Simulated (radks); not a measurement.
Zn III, configuration [Ne] 3s2 3p5 3d10 4p1 (not the ground configuration). Method: Dirac Kohn-Sham, Wu-Cohen GGA, spin-unpolarised, spherical densities, finite nucleus; open shells are shared between the two j in proportion to 2j + 1; Fermi nuclear charge, rms radius 3.9283 fm; computed with a radial shooting solver on a logarithmic mesh with Libxc functionals.

Spin-orbit splittings of the eigenvalues, e(l+1/2) - e(l-1/2), with zeta = 2 splitting/(2l+1) and mean radii in bohr:

| shell | occ. | splitting (eV) | zeta (eV) | <r> j=l-1/2 | <r> j=l+1/2 |
|---|---|---|---|---|---|
| 2p | 6 | ? | ? | 0.1958 | 0.1992 |
| 3p | 5 | 3.127 | 2.085 | 0.6987 | 0.7090 |
| 3d | 10 | 0.3962 | 0.1585 | 0.8203 | 0.8254 |
| 4p | 1 | 0.2317 | 0.1545 | 2.500 | 2.529 |
| 4d | 0 | 0.01792 | 0.007167 | 3.988 | 3.997 |

Estimate the 2p splitting.

Answer. 23.92 eV (zeta = 15.95 eV).
